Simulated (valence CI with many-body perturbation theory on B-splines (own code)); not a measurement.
# Questions on Yb65+

Calculated by relativistic CI+MBPT: three valence electrons over a frozen Dirac-Fock core [He], radial functions for each j: 9 s, 9 p, 8 d, 6 f, 3 g, 1 h, with the one-electron correlation potential Σ1, the two-electron term Σ2, the three-electron term Σ3, Breit, model QED; selected CI, second order for the rest, scaled by the run's own slope (own B-spline code, finite nucleus).

The last digits are not significant, and no measured levels were compared; by estimate large intervals hold to a few tenths of a per cent, small ones and those within an open d or f shell to about a per cent.

Levels are named by their leading jj configuration (3d3/2^4 stands for four electrons in 3d with j = 3/2), which in mixed levels can hold well under half, so a name can repeat and another be missing.

Rates and lifetimes use the calculated energies. Strong lines usually hold to 10 to 20 %, long lifetimes can be off by a factor of two.

**Question.** What is the ground level?

**Answer.** (2s^2 2p1/2) J=1/2, composition 100 % 2s2 2p 2P°, g = 0.621.

**Question.** Where does the other parity begin?

**Answer.** At (2s 2p1/2^2) J=1/2, 247 eV.

**Question.** What are the static dipole polarisabilities of the lowest levels?

**Answer.** (2s^2 2p1/2) J=1/2 0.000200 bohr³, of which the core gives 2.84e-07.

**Question.** Name the longest-lived excited levels whose lifetime is computed, and their main decay.

**Answer.** (2s 2p1/2 2p3/2) J=5/2 at 1349 eV lives 130 ps, mostly by E1 to (2s^2 2p3/2) J=3/2; (2s 2p1/2^2) J=1/2 at 247 eV lives 47.1 ps, mostly by E1 to (2s^2 2p1/2) J=1/2; (2s^2 2p3/2) J=3/2 at 1136 eV lives 39.3 ps, mostly by E1 to (2s 2p1/2^2) J=1/2.

**Question.** How well does LS coupling describe the low levels?

**Answer.** Among the lowest 20 levels the leading LS term, summed over configurations, holds 76 % on average. For single configurations the figures are 76 % in LS and 99 % in jj coupling. Terms mix most in the J = 3/2 level at 1675 eV, where the leading one holds 49 %.
